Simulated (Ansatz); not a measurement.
The cluster Cu12S, relaxed as a singlet with RKS r2SCAN-D4/def2-SVP in Ansatz, starting from the GFN2-xTB geometry. Force threshold 0.03 eV/Å.

The restricted singlet is unstable towards broken spin symmetry in Hartree–Fock (as tested in another run); at r2SCAN-D4/def2-SVP this wasn't settled. Another isomer (singlet) lies 0.34 eV lower at PBE0-D4/def2-TZVP; other spin states weren't run for this one.

Start:

```xyz
13

S    -2.673    0.015   -0.570
Cu    2.130   -1.677   -1.538
Cu   -0.816    0.488    3.517
Cu   -0.844   -1.658    2.236
Cu   -1.747   -1.946    0.114
Cu    0.695    1.302    1.799
Cu    0.701    2.151   -2.333
Cu    1.713    2.280   -0.166
Cu    0.965   -0.167   -2.957
Cu    2.170   -0.063    0.243
Cu   -1.797    0.749    1.416
Cu   -1.173    0.701   -2.150
Cu    0.678   -2.176    0.390
```

| step | energy (eV) | largest force component (eV/Å) | SCF passes |
| --- | --- | --- | --- |
| 1 | -546452.1379 | 1.299 | 41 |
| 2 | -546453.5413 | 1.032 | 33 |
| 3 | -546454.4153 | 0.962 | 33 |
| 4 | -546455.0111 | 0.875 | 34 |
| 5 | -546455.4023 | 0.788 | 34 |
| 6 | -546455.7158 | 0.697 | 34 |
| 7 | -546456.0053 | 0.420 | 34 |
| 8 | -546456.2573 | 0.418 | 32 |
| 9 | -546456.4619 | 0.338 | 34 |
| 10 | -546456.6867 | 0.293 | 35 |
| 11 | -546456.8056 | 0.176 | 35 |
| 12 | -546456.8965 | 0.121 | 34 |
| 13 | -546456.9270 | 0.190 | 34 |
| 14 | -546456.9290 | 0.237 | 31 |
| 15 | -546456.9407 | 0.051 | 29 |
| 16 | -546456.9417 | 0.022 | 29 |

Force components are those of the run's own axes.

End:

| atom | x (Å) | y (Å) | z (Å) |
| --- | --- | --- | --- |
| S1 | -2.841 | 0.395 | -0.664 |
| Cu2 | 2.561 | -1.667 | -1.573 |
| Cu3 | -0.772 | 0.445 | 3.372 |
| Cu4 | -0.665 | -1.504 | 2.024 |
| Cu5 | -1.338 | -1.214 | -0.213 |
| Cu6 | 0.392 | 0.475 | 1.284 |
| Cu7 | 1.089 | 1.439 | -2.386 |
| Cu8 | 1.047 | 2.353 | -0.074 |
| Cu9 | 0.402 | -0.816 | -1.968 |
| Cu10 | 1.933 | 0.274 | -0.503 |
| Cu11 | -2.005 | 0.511 | 1.398 |
| Cu12 | -0.739 | 1.072 | -0.939 |
| Cu13 | 0.936 | -1.763 | 0.244 |

Bonds formed: Cu4–Cu6, Cu5–Cu6, Cu5–Cu9, Cu6–Cu12, Cu6–Cu13, Cu7–Cu10, Cu8–Cu12, Cu9–Cu10 (atoms count from 1). Metal–metal contacts that move far: Cu5–Cu12 3.53 to 2.47 Å, Cu11–Cu12 3.62 to 2.72 Å.

No frequencies were taken in this run, so the end may be a saddle point.

It took 1.7 min on 2 threads of AMD EPYC 7R13 on a shared host and a share (18 GiB) of an NVIDIA H100 80GB HBM3, peak host memory 1.2 GiB.
